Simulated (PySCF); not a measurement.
## Basis set benchmark on one molecule

Molecule: `C[Si](O)(O)O`, CH₆O₃Si.

Geometry:
```
atom   x (Å)   y (Å)   z (Å)
  C1   1.456  -0.229  -0.181
 Si2  -0.364   0.093  -0.053
  O3  -1.271  -0.737  -1.163
  O4  -0.555   1.716  -0.313
  O5  -0.991  -0.403   1.409
  H6   1.812   0.001  -1.197
  H7   2.022   0.404   0.520
  H8   1.690  -1.281   0.036
  H9  -1.798  -1.450  -0.791
 H10  -1.454   1.992  -0.517
 H11  -0.535  -0.101   2.199
```

Geometry PBE0-D3(BJ)/def2-SVP throughout; GIAO in PySCF 2.14, gas phase, one conformer, non-relativistic; equivalent atoms averaged; functional PBE0.

Reference values (measured; solution, alcohol/water; C. Corminboeuf, T. Heine, J. Weber, Chem. Phys. Lett. 357 (2002) 1): δ(Si2) = -38.4 ppm vs TMS. Computed shifts are taken against TMS, calculated as an isolated molecule at each level.

**Question.** How do the basis sets STO-3G, 6-31G, pcSseg-0, 6-31G*, def2-SVP, cc-pVDZ, pcSseg-1, aug-cc-pVDZ, 6-311+G(2d,p), def2-TZVP, cc-pVTZ, IGLO-III, pcSseg-2 perform against the reference? Times are CPU seconds on shared hosts with different chips, so compare them loosely.

**Answer.** 
```tsv
basis set	functions	Si2	abs. error Si	core-s
STO-3G	35	9.5	47.9	2.1
6-31G	61	7.6	46.0	4.3
pcSseg-0	61	-12.3	26.1	5.9
6-31G*	86	-20.0	18.4	5.6
def2-SVP	104	-36.9	1.5	6.5
cc-pVDZ	104	-26.8	11.6	12
pcSseg-1	122	-25.3	13.1	7.7
aug-cc-pVDZ	173	-9.7	28.7	24
6-311+G(2d,p)	179	-24.0	14.4	15
def2-TZVP	197	-28.3	10.1	18
cc-pVTZ	238	-19.1	19.3	36
IGLO-III	244	-29.6	8.8	35
pcSseg-2	271	-27.3	11.1	25
```

For 29Si the closest is def2-SVP (1.5 ppm) and the furthest STO-3G (47.9 ppm). Where a smaller basis beats a larger one, errors probably cancel; the largest sets show where the functional converges. One molecule is a small sample, and vibrational and solvent effects are absent from the calculation.

A small basis that lands close on one nucleus may do so by chance; judge by the trend and by all nuclei.
